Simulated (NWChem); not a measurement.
Everything below was run with NWChem. System: C2H6AlCl, charge 0, spin multiplicity 1, at a geometry optimised with PBE/def2-SVP. The structure started from a generated list of species. Level: TD-PBE/def2-SVP.

NWChem printed:

```
             Northwest Computational Chemistry Package (NWChem) 7.3.0
             --------------------------------------------------------

                                NWChem Input Module
                                -------------------

 Scaling coordinates for geometry "geometry" by  1.889725989
 (inverse scale =  0.529177249)

                             Geometry "geometry" -> ""
                             -------------------------

 Output coordinates in angstroms (scale by  1.889725989 to convert to a.u.)

  No.       Tag          Charge          X              Y              Z
 ---- ---------------- ---------- -------------- -------------- --------------
    1 Al                  13.0000     0.21924800    -0.25283700     0.22327100
    2 C                    6.0000     2.02388600    -0.66547900    -0.41681800
    3 H                    1.0000     2.42510900    -1.60266200     0.02131200
    4 H                    1.0000     2.72179500     0.15309700    -0.13382600
    5 H                    1.0000     2.06423700    -0.74734000    -1.52244500
    6 C                    6.0000    -0.61930400    -0.95313100     1.84908800
    7 H                    1.0000    -1.30744200    -1.78796700     1.59074300
    8 H                    1.0000    -1.23354500    -0.18518000     2.36285000
    9 H                    1.0000     0.12266300    -1.35220900     2.57122200
   10 Cl                  17.0000    -0.94532600     1.08945900    -0.96388200

 Effective nuclear repulsion energy (a.u.)     187.7990342120

            Nuclear Dipole moment (a.u.)
            ----------------------------
        X                 Y               Z
 ---------------- ---------------- ----------------
    -0.0000170075     0.0000018897     0.0000094486


 Summary of "ao basis" -> "" (spherical)
 ------------------------------------------------------------------------------
       Tag                 Description            Shells   Functions and Types
 ---------------- ------------------------------  ------  ---------------------
 *                          def2-svp                  on all atoms

  pbe96 is a nonlocal functional; adding pw91lda local functional.

                                 NWChem DFT Module
                                 -----------------

 Summary of "ao basis" -> "ao basis" (spherical)
 ------------------------------------------------------------------------------
       Tag                 Description            Shells   Functions and Types
[...]
         |d_h->e| =   1.2165 Angstrom
            d_exc =   2.9839 Angstrom
            d_CD1 =   1.3437 Angstrom
            d_CD2 =  -0.6996 Angstrom
            d_CD3 =   4.2004 Angstrom
     Pearson C.C. =  -0.0098

     Occ.   22  a   ---  Virt.   25  a   -0.98346 X
     Occ.   23  a   ---  Virt.   25  a    0.17597 X
  ----------------------------------------------------------------------------
  Root   3 singlet a              0.234660526 a.u.                6.3854 eV
  ----------------------------------------------------------------------------
     Transition Moments    X -0.73260   Y -0.08317   Z  0.62388
     Transition Moments   XX -1.77131  XY  0.93529  XZ -0.13548
     Transition Moments   YY  0.19596  YZ -0.97233  ZZ  1.57242
     Dipole Oscillator Strength                    0.1459358325
     Electric Quadrupole                           0.0000003208
     Magnetic Dipole                               0.0000000307
     Total Oscillator Strength                     0.1459361840

          sigma_e =   2.5663 Angstrom
          sigma_h =   2.1585 Angstrom
         |d_h->e| =   0.6646 Angstrom
            d_exc =   3.4386 Angstrom
            d_CD1 =   1.0723 Angstrom
            d_CD2 =  -1.6978 Angstrom
            d_CD3 =   4.1032 Angstrom
     Pearson C.C. =  -0.0124

     Occ.   20  a   ---  Virt.   25  a    0.06185 X
     Occ.   21  a   ---  Virt.   25  a    0.08694 X
     Occ.   22  a   ---  Virt.   26  a    0.17724 X
     Occ.   24  a   ---  Virt.   26  a    0.96802 X
     Occ.   24  a   ---  Virt.   29  a    0.06982 X
     Occ.   24  a   ---  Virt.   32  a    0.06217 X
     Occ.   24  a   ---  Virt.   33  a   -0.05134 X
  ----------------------------------------------------------------------------
  Root   4 singlet a              0.238778859 a.u.                6.4975 eV
  ----------------------------------------------------------------------------
     Transition Moments    X -0.25108   Y  0.29227   Z -0.25443
     Transition Moments   XX  0.19577  XY -1.05167  XZ  0.43700
     Transition Moments   YY -0.04045  YZ -1.09674  ZZ  0.19483
     Dipole Oscillator Strength                    0.0339382682
     Electric Quadrupole                           0.0000001826
     Magnetic Dipole                               0.0000000016
     Total Oscillator Strength                     0.0339384523

          sigma_e =   2.0000 Angstrom
          sigma_h =   1.3040 Angstrom
         |d_h->e| =   1.8924 Angstrom
            d_exc =   3.0479 Angstrom
            d_CD1 =   2.5883 Angstrom
            d_CD2 =   0.2404 Angstrom
            d_CD3 =   4.9402 Angstrom
     Pearson C.C. =  -0.0016

     Occ.   21  a   ---  Virt.   26  a   -0.19152 X
     Occ.   21  a   ---  Virt.   27  a   -0.08506 X
     Occ.   22  a   ---  Virt.   25  a    0.17155 X
     Occ.   22  a   ---  Virt.   28  a    0.07292 X
     Occ.   23  a   ---  Virt.   25  a    0.95189 X
     Occ.   24  a   ---  Virt.   28  a    0.06831 X
  ----------------------------------------------------------------------------
  Root   5 singlet a              0.239346947 a.u.                6.5130 eV
  ----------------------------------------------------------------------------
     Transition Moments    X -0.16810   Y -0.20492   Z -0.07469
     Transition Moments   XX -0.63537  XY -0.20084  XZ -0.63264
     Transition Moments   YY  1.27775  YZ -0.20711  ZZ -0.64181
     Dipole Oscillator Strength                    0.0120995834
     Electric Quadrupole                           0.0000001247
     Magnetic Dipole                               0.0000029423
     Total Oscillator Strength                     0.0121026505

          sigma_e =   1.9952 Angstrom
          sigma_h =   2.1315 Angstrom
         |d_h->e| =   0.4712 Angstrom
            d_exc =   2.9813 Angstrom
            d_CD1 =   0.6075 Angstrom
            d_CD2 =  -1.5922 Angstrom
            d_CD3 =   3.4525 Angstrom
     Pearson C.C. =  -0.0167

     Occ.   16  a   ---  Virt.   25  a   -0.05106 X
     Occ.   17  a   ---  Virt.   25  a   -0.05603 X
     Occ.   21  a   ---  Virt.   25  a   -0.98674 X
     Occ.   23  a   ---  Virt.   26  a   -0.09244 X
     Occ.   24  a   ---  Virt.   26  a    0.07944 X

              Target root =      1
          Target symmetry = none
      Ground state energy =   -781.810685859371
        Excitation energy =      0.191331537536
     Excited state energy =   -781.619354321836

  stored tddft:energy   -781.61935432183577

 Task  times  cpu:       45.6s     wall:       45.6s

 Total times  cpu:       45.6s     wall:       45.6s
```

Q: Write an NWChem input that would produce this output.

A: Several could match; the one computed here: 
```
start mol
memory heap 200 mb stack 900 mb global 1100 mb
geometry units angstroms nocenter noautoz noautosym
  Al     0.219248    -0.252837     0.223271
  C      2.023886    -0.665479    -0.416818
  H      2.425109    -1.602662     0.021312
  H      2.721795     0.153097    -0.133826
  H      2.064237    -0.747340    -1.522445
  C     -0.619304    -0.953131     1.849088
  H     -1.307442    -1.787967     1.590743
  H     -1.233545    -0.185180     2.362850
  H      0.122663    -1.352209     2.571222
  Cl    -0.945326     1.089459    -0.963882
end
basis spherical
  * library def2-svp
end
dft
  xc xpbe96 cpbe96
  semidirect memsize 60000000 filesize 0
  iterations 100
end
tddft
  rpa
  nroots 5
  notriplet
  thresh 1e-4
end
task tddft energy
```
